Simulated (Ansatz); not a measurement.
Frontier orbitals of C3H6F3N, SMILES `CNCC(F)(F)F`.

The species carries charge 0 and has multiplicity 1. Geometry: relaxed with PBE0-D4/def2-TZVP. It is one conformer, not always the lowest. Basis def2-TZVPP, Ansatz 0.2.0.

```tsv
functional	HOMO (eV)	LUMO (eV)	gap (eV)
PBE	-5.56	0.17	5.73
PBE0	-7.05	0.99	8.04
HSE06 (plane-wave form)	-6.64	0.62	7.26
ωB97M-V	-9.44	2.44	11.88
```

What is the vertical ionisation energy at frozen-core CCSD(T)/CBS(def2)? (Estimate.)

Ansatz gave: 9.69 eV (T1 of the cation 0.016).

Against PBE, PBE0 changes HOMO and LUMO by −1.49 and +0.82 eV, ωB97M-V by −3.88 and +2.26 eV. A gap of 5.73 eV thus becomes 11.88 eV for the same molecule, so an orbital gap means little without its functional. A positive LUMO is unbound and depends on the basis. −ε(HOMO) differs from that ionisation energy by −4.13 eV with PBE and −0.25 eV with ωB97M-V.
